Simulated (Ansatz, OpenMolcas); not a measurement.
Heat of formation of InNH4 (SMILES [NH2][InH2]) from total energies

InNH4: 6 atoms, total charge 0, spin state singlet. SMILES: `[NH2][InH2]`. Geometry: relaxed at PBE0-D4/def2-TZVP.

Total energies at CCSD(T)/def2-SVP (core potential), 5 core orbitals frozen (OpenMolcas 26.06); the atoms run unrestricted:

```
species    state  energy (Eh)
  InNH4  singlet  -246.222250
      N  quartet   -54.421601
     In  doublet  -189.272517
      H  doublet    -0.499278
```

Harmonic wavenumbers at PBE0-D4/def2-TZVP, in cm⁻¹: 163, 354, 473, 539, 546, 636, 696, 1549, 1852, 1853, 3608, 3717.

Measured heats of formation of the gaseous atoms at 298.15 K, in kJ/mol: N 472.4, In 243.3, H 218.0. Spin-orbit lowering of the atoms at 298 K (mean of the ground term's levels less their thermal mean, from spectra), in kJ/mol: In 17.64. Take 1 Eh = 2625.50 kJ/mol, 1 cm⁻¹ = 0.0119627 kJ/mol, RT = 2.479 kJ/mol.

**Question.** Work out the heat of formation of the gas at 298 K.

**Answer.** 
1. Electronic atomisation energy: (-54.421601) + (-189.272517) + 4 × (-0.499278) − (-246.222250) = 0.531020 Eh = 1394.2 kJ/mol.
2. Zero-point energy: half the sum of the wavenumbers, 7993 cm⁻¹ = 95.6 kJ/mol.
3. Thermal vibrational enthalpy, Σ hcν̃/(exp(hcν̃/kT) − 1): 4.9 kJ/mol. Translation, rotation and pV of a non-linear molecule: 4 RT = 9.9 kJ/mol.
4. The 6 free atoms carry 5/2 RT each: 37.2 kJ/mol.
5. Spin-orbit coupling lowers the free atoms by 17.64 = 17.6 kJ/mol.
6. Atomisation enthalpy at 298 K: 1394.2 − 17.6 − 95.6 − 4.9 − 9.9 + 37.2 = 1303.4 kJ/mol.
7. Sum of the atoms' heats of formation: 1587.7 kJ/mol. Heat of formation: 1587.7 − 1303.4 = +284.3 kJ/mol.

No measured value is set beside it here. A double-zeta basis underbinds. Anharmonicity and any spin-orbit splitting of the molecule are left out, and so is core correlation.
